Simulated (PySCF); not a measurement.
# Electron correlation in Cd²⁹⁺ (cadmium, charge +29)

Starting occupation: [Ar] 3d1, 3d5/2 with m_j = +5/2. Calculation: PySCF 2.14, in an even-tempered Gaussian basis (16 s from 4.6 bohr⁻², ratio 2.8; 12 p from 6 bohr⁻², ratio 2.8; 8 d from 6 bohr⁻², ratio 2.8; 3 f from 18 bohr⁻², ratio 3); X2C-1e with screened-nucleus spin-orbit coupling, Gaussian nucleus. Frozen: [Ne]; 9 electrons correlated; the 74 highest virtual spinors left out.

MP2 pair energies summed by pair of shells (mhartree):

| pair | energy | share (%) |
| --- | --- | --- |
| 3p1/2-3p3/2 | -129.23 | 31.5 |
| 3p3/2-3p3/2 | -118.26 | 28.8 |
| 3p1/2-3p1/2 | -37.99 | 9.3 |
| 3d5/2-3p3/2 | -36.40 | 8.9 |
| 3p3/2-3s1/2 | -32.30 | 7.9 |
| 3d5/2-3p1/2 | -18.35 | 4.5 |
| 3p1/2-3s1/2 | -16.72 | 4.1 |
| 3s1/2-3s1/2 | -12.75 | 3.1 |
| 3d5/2-3s1/2 | -8.30 | 2.0 |

Total MP2 correlation energy: -410.30 mhartree.

At this charge the one-electron X2C treatment keeps the bare 1/r₁₂, with no two-electron picture change or Breit term. The effect here is smaller than on the frozen 1s shell.
